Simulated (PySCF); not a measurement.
# BrIrN: breathing scan

All numbers come from UB3LYP/[Ir def2-SVP with ECP60, N def2-SVP, Br def2-SVP], scalar-relativistic core potentials, density fitting, no spin–orbit coupling, PySCF.

Rigid scan from the doublet minimum (Ir–Br 2.397 Å, Ir–N 1.625 Å; Br–Ir–N 135.3°). Coordinate: all bonds to the central atom scaled together. Energies in kJ/mol from the minimum.

(1) Predict the curve at 0.88, 0.92, 0.96, 1.00, 1.04, 1.08, 1.14, 1.22, 1.35.

Results:

(1) 
```json
{"scale of all bonds to the centre": "0.88", "E (kJ/mol)": "285.0", "dipole size (D)": "0.24", "⟨S²⟩": "0.75"}
{"scale of all bonds to the centre": "0.92", "E (kJ/mol)": "110.2", "dipole size (D)": "0.53", "⟨S²⟩": "0.75"}
{"scale of all bonds to the centre": "0.96", "E (kJ/mol)": "24.0", "dipole size (D)": "0.80", "⟨S²⟩": "0.75"}
{"scale of all bonds to the centre": "1.00", "E (kJ/mol)": "0.0", "dipole size (D)": "1.06", "⟨S²⟩": "0.76"}
{"scale of all bonds to the centre": "1.04", "E (kJ/mol)": "18.6", "dipole size (D)": "1.32", "⟨S²⟩": "0.76"}
{"scale of all bonds to the centre": "1.08", "E (kJ/mol)": "65.4", "dipole size (D)": "1.57", "⟨S²⟩": "0.77"}
{"scale of all bonds to the centre": "1.14", "E (kJ/mol)": "165.3", "dipole size (D)": "1.95", "⟨S²⟩": "0.90"}
{"scale of all bonds to the centre": "1.22", "E (kJ/mol)": "303.9", "dipole size (D)": "2.55", "⟨S²⟩": "1.53"}
{"scale of all bonds to the centre": "1.35", "E (kJ/mol)": "469.7", "dipole size (D)": "2.76", "⟨S²⟩": "2.44"}
```

Spin contamination is strong at 1.22, 1.35, so these points are less reliable.

Open d and f shells are described by one determinant, and the ground state may have another occupation or spin. No spin–orbit coupling is included, which matters more the heavier the element.
